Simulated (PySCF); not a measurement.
**Spinor energies of Ru (ruthenium, neutral)**

Start: [Kr] 4d6 5s1 5p1; 4d3/2 filled at m_j = +3/2; 4d5/2 filled at m_j = -3/2, -1/2, +1/2, +3/2, +5/2; 5s1/2 filled at m_j = +1/2; 5p3/2 filled at m_j = +3/2. Calculated with PySCF 2.14 in x2c-TZVPall-2c (8s9p7d1f, 77 functions): generalised Hartree-Fock with the X2C-1e Hamiltonian and a Gaussian nucleus; one run each with spin-orbit coupling (SO) switched off, then screened by Boettger's factors. This is a chosen level, not necessarily the ground level.

```tsv
spinor shell	electrons	ε, spin-free (eV)	ε, screened SO (eV)	weight of nominal j (screened SO)	rms radius, screened SO (bohr)
1s1/2	2	-22239.9	-22238.5	1.000	0.0384
2s1/2	2	-3281.8	-3281.4	1.000	0.158
2p1/2	2	-2933.0	-3023.5	1.000	0.137
2p3/2	4	-2933.0	-2890.8	1.000	0.142
3s1/2	2	-616.44	-616.34	1.000	0.428
3p1/2	2	-498.77	-514.75	1.000	0.425
3d3/2	4	-309.64	-312.54	0.979	0.417
3d5/2	6	-309.64	-307.62	0.986	0.420
4s1/2	2	-98.657	-98.658	1.000	1.09
4p1/2	2	-63.006	-68.522	0.715	1.20
4p3/2	4	-63.006	-60.357	0.858	1.21
4d5/2	5	-15.921	-16.669	0.566	1.70
4d3/2	1	-15.921	-12.477	0.768	1.73
5s1/2	1	-9.698	-9.710	0.999	3.43
5p3/2	1	-4.774	-4.719	1.000	4.73
```

(1) Where does 3p3/2 lie, and what is the 3p spin-orbit splitting (screened SO)?

```
   quantity    spin-free  screened SO
E (hartree)  -4527.59243  -4528.23811
        M_J            6            6
       ⟨J²⟩       42.012       42.014
       ⟨L²⟩       12.010       12.085
       ⟨S²⟩       12.001       11.965
```

Each row is a mean over spinors that exchange with the open shell spreads, by up to 9.173 eV (4p3/2).

Rows whose weight is well below 1 are mixtures of j = l ± 1/2: exchange outweighs spin-orbit coupling there, and the label is only the starting occupation.

Breit and QED terms are absent; they matter most for the inner s and p1/2 levels.

Densities and radii are taken from the X2C orbitals without a picture-change correction, which distorts them close to the nucleus.

Without spin-orbit coupling the j labels of p, d and f shells carry no meaning; the spin-free column gives the mean over the occupied spinors of each nl shell.

Answers

(1) At -491.29 eV, 23.455 eV above 3p1/2.
